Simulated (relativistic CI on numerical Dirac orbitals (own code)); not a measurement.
## Ru2+: 4s photoemission

Computed with this model: Dirac-Coulomb-Breit CI, orbitals from a KLI potential per configuration, model QED, valence Slater integrals scaled by 0.8, multiplet model of photoemission in the sudden approximation; configurations [Kr] 4d6 → [Ar] 3d10 4s 4p6 4d6; 300 K; Lorentzian 2.8 eV and Gaussian 0.6 eV FWHM. Energies are those of the free ion, without screening or charge transfer. The energies are binding energies and can lie tens of eV above those of solids. Without intra-shell correlation the exchange splitting of an s hole comes out too large, often by half or more. S is read from ⟨S²⟩ = S(S + 1).

Field parameters in Wybourne normalisation: Oh B⁴₀ = 21Dq, B⁴₄ = √(5/14) B⁴₀. The field is a parameter set, without covalency.

free ion: ground-state S = 1.99, centroid 110.83 eV. Peaks (eV, height): 108.0 (100), 115.2 (67).

Oh, 10Dq = 13000 cm⁻¹: ground-state S = 0.28, centroid 111.07 eV. Peaks (eV, height): 111.0 (100).

Oh, 10Dq = 21300 cm⁻¹: ground-state S = 0.05, centroid 111.10 eV. Peaks (eV, height): 111.2 (100).

Strongest unbroadened transitions for Oh, 10Dq = 13000 cm⁻¹:

| Energy (eV) | Relative strength |
| --- | --- |
| 108.44 | 0.5 |
| 108.52 | 3.0 |
| 110.09 | 0.0 |
| 110.39 | 46.6 |
| 110.81 | 0.9 |
| 111.30 | 100.0 |
| 114.10 | 0.0 |
| 114.28 | 0.0 |
| 114.34 | 0.5 |
| 114.70 | 3.6 |
| 114.80 | 0.0 |
| 115.62 | 0.3 |
